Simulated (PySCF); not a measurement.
Telling isomers of C6H10ClN3 apart by NMR

- shielding tensors at PBE0/pcSseg-1 (GIAO)
- coordinates at the GFN2-xTB level
- run in PySCF 2.14
- no solvent, one conformer, fast rotation and ring inversion assumed for equivalent nuclei, relativity neglected

Referencing at the same level of theory: 1H and 13C vs TMS. Where no couplings were computed, multiplicities follow the n + 1 count of equivalent neighbours, and m marks all less simple cases (inequivalent or close neighbours, rings, F or P nearby). Shifts are as computed. Against solution values, carbons near 30 ppm lie about +3 ppm off and those near 130 ppm about +5 ppm; carbons on Cl a further +6 ppm. Of 1211 compounds with measured shifts, 218 miss one by over three times the rms of a fit or turn the order of signals round; such compounds aren't used in these exercises. Carbons bonded to Cl come out too deshielded.

(1) Tabulate the signals of `Cc1nn(C(C)C)nc1Cl`, `CC(C)(C)n1ncc(Cl)n1`, `Cc1nnc(Cl)n1C(C)C`, `CC(C)(C)n1cc(Cl)nn1` and their relative energies.

(2) What is the quickest way to tell Cc1nn(C(C)C)nc1Cl from CC(C)(C)n1cc(Cl)nn1?

(3) What is the quickest way to tell Cc1nn(C(C)C)nc1Cl from CC(C)(C)n1ncc(Cl)n1?

(4) What is the quickest way to tell Cc1nn(C(C)C)nc1Cl from Cc1nnc(Cl)n1C(C)C?

Answers

(1) 
```tsv
SMILES	carbon types	δC	δH	E rel. (kcal/mol)
Cc1nn(C(C)C)nc1Cl	2×C 1×CH 3×CH3	146.5, 144.0, 58.4, 25.1, 11.9	4.55 (sept, 1H), 2.40 (s, 3H), 1.49 (d, 6H)	1.2
CC(C)(C)n1ncc(Cl)n1	2×C 1×CH 3×CH3	147.7, 135.4, 60.7, 31.2	7.36 (s, 1H), 1.66 (s, 9H)	5.4
Cc1nnc(Cl)n1C(C)C	2×C 1×CH 3×CH3	153.6, 147.1, 49.4, 22.2, 13.8	4.02 (sept, 1H), 2.44 (s, 3H), 1.61 (d, 6H)	0.0
CC(C)(C)n1cc(Cl)nn1	2×C 1×CH 3×CH3	144.9, 123.6, 57.7, 31.8	7.28 (s, 1H), 1.69 (s, 9H)	11.5
```

Energies are electronic energies at PBE0/pcSseg-1 on these geometries, without zero-point or thermal terms, each for the one conformer computed, which needn't be the lowest.

(2) Count the carbon signals: 5 against 4. The first has an sp3 CH bonded to N at 58.4 ppm, the second an aromatic CH next to a ring nitrogen at 123.6 ppm. Their most deshielded carbons lie at 146.5 and 144.9 ppm. In the proton spectra the most deshielded non-exchanging signals are 4.55 (sept, 1H) and 7.28 (s, 1H).

(3) Count the carbon signals: 5 against 4. The first has an sp3 CH bonded to N at 58.4 ppm, the second an aromatic CH next to a ring nitrogen at 135.4 ppm. Their most deshielded carbons lie at 146.5 and 147.7 ppm. In the proton spectra the most deshielded non-exchanging signals are 4.55 (sept, 1H) and 7.36 (s, 1H).

(4) Both give the same number of carbon signals, with the same numbers of each carbon type, so the positions decide. The first has an sp3 CH bonded to N at 58.4 ppm, the second an sp3 CH bonded to N at 49.4 ppm. Their most deshielded carbons lie at 146.5 and 153.6 ppm. In the proton spectra the most deshielded non-exchanging signals are 4.55 (sept, 1H) and 4.02 (sept, 1H).
